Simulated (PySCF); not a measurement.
Vertical excitation energies

Species: C6H12GeS.
Z-matrix (Å and degrees, PBE0-D3(BJ)/def2-SVP geometry), rows numbered from 1:
```
C 
C   1  1.4915
S   2  1.6282  1  123.16
Ge  2  1.9770  1  119.50  3  -179.65
C   4  1.9686  2  110.72  1  -128.02
C   5  1.5341  4  103.15  2  -126.22
C   6  1.5318  5  109.49  4    36.96
C   7  1.5343  6  109.70  5   -52.84
H   1  1.1042  2  109.88  3   121.26
H   1  1.0994  2  111.99  3    -0.75
H   1  1.1043  2  109.96  3  -122.92
H   4  1.5472  2  109.85  1     1.25
H   5  1.0990  4  114.32  2   110.11
H   5  1.1020  4  106.63  2    -9.46
H   6  1.1050  5  109.54  4   -82.56
H   6  1.1028  5  111.44  4   160.10
H   7  1.1035  6  108.72  5    65.88
H   7  1.1028  6  111.06  5  -176.71
H   8  1.0992  4  112.61  2   -22.32
H   8  1.1023  4  109.11  2  -142.25
```

Computed with TDDFT B3LYP/def2-SVPD, vertical, gas phase, core orbitals frozen in the response (PySCF). Relativistic effects, spin–orbit coupling among them, are left out although an element past zinc is present.

```json
{"state": "S1", "λ (nm)": "569.8", "E (eV)": "2.18", "f": "0.0000", "main configurations (H = HOMO, L = LUMO)": "H→L (100%)"}
{"state": "S2", "λ (nm)": "278.7", "E (eV)": "4.45", "f": "0.080", "main configurations (H = HOMO, L = LUMO)": "H-1→L (94%)"}
{"state": "S3", "λ (nm)": "254.9", "E (eV)": "4.86", "f": "0.0057", "main configurations (H = HOMO, L = LUMO)": "H-2→L (88%), H-4→L (9%)"}
{"state": "S4", "λ (nm)": "234.9", "E (eV)": "5.28", "f": "0.0024", "main configurations (H = HOMO, L = LUMO)": "H-4→L (68%), H-5→L (15%), H-2→L (11%)"}
{"state": "S5", "λ (nm)": "227.2", "E (eV)": "5.46", "f": "0.054", "main configurations (H = HOMO, L = LUMO)": "H→L+1 (86%)"}
{"state": "S6", "λ (nm)": "220.8", "E (eV)": "5.61", "f": "0.056", "main configurations (H = HOMO, L = LUMO)": "H-3→L (56%), H-5→L (16%), H→L+2 (13%)"}
{"state": "S7", "λ (nm)": "216.7", "E (eV)": "5.72", "f": "0.0017", "main configurations (H = HOMO, L = LUMO)": "H→L+3 (79%), H→L+2 (19%)"}
{"state": "S8", "λ (nm)": "213.6", "E (eV)": "5.81", "f": "0.028", "main configurations (H = HOMO, L = LUMO)": "H-5→L (48%), H→L+2 (24%), H-4→L (13%)"}
{"state": "S9", "λ (nm)": "208.7", "E (eV)": "5.94", "f": "0.058", "main configurations (H = HOMO, L = LUMO)": "H→L+4 (27%), H→L+2 (23%), H-3→L (16%)"}
{"state": "S10", "λ (nm)": "202.0", "E (eV)": "6.14", "f": "0.099", "main configurations (H = HOMO, L = LUMO)": "H→L+4 (66%), H→L+2 (10%), H-3→L (9%)"}
```

Triplets, Tamm–Dancoff:

| state | E (eV) | λ (nm) | main configurations (H = HOMO, L = LUMO) |
| --- | --- | --- | --- |
| T1 | 1.71 | 727.1 | H→L (99%) |
| T2 | 3.16 | 392.2 | H-1→L (55%), H-3→L (42%) |
| T3 | 4.38 | 283.4 | H-3→L (52%), H-1→L (42%) |
| T4 | 4.46 | 277.8 | H-2→L (52%), H-4→L (33%) |

The lowest singlet lies at 2.18 eV (570 nm, visible) and is dark (f under 0.0005); its leading configuration is HOMO→LUMO (100%). The strongest level in the table is S10 at 6.14 eV (202 nm, f = 0.099). It is the last of those listed, so stronger ones may follow. S1 has the pattern of n→π* at C=S. Of the 10 states listed, 6 reach f = 0.01 and 1 stays under 0.0005. Orbital energies (eV): HOMO-3 -8.40, HOMO-2 -8.25, HOMO-1 -7.50, HOMO -5.97, LUMO -2.45, LUMO+1 0.24, LUMO+2 0.48. Weighted by f, the mean energy of these states is 5.54 eV. S1 lies in the visible range (380 to 750 nm), at 570 nm, dark in the vertical dipole picture (f under 0.0005); light of that wavelength is yellow-green, and its complementary colour is violet; a Tamm–Dancoff triplet lies at 727 nm, without intensity as long as spin–orbit coupling is left out. The vertical ionisation energy (ΔSCF) is 8.05 eV, 1.92 eV above S10. Only the lowest 10 singlets were computed, as vertical energies without vibronic structure.

One conformer stands for the species.
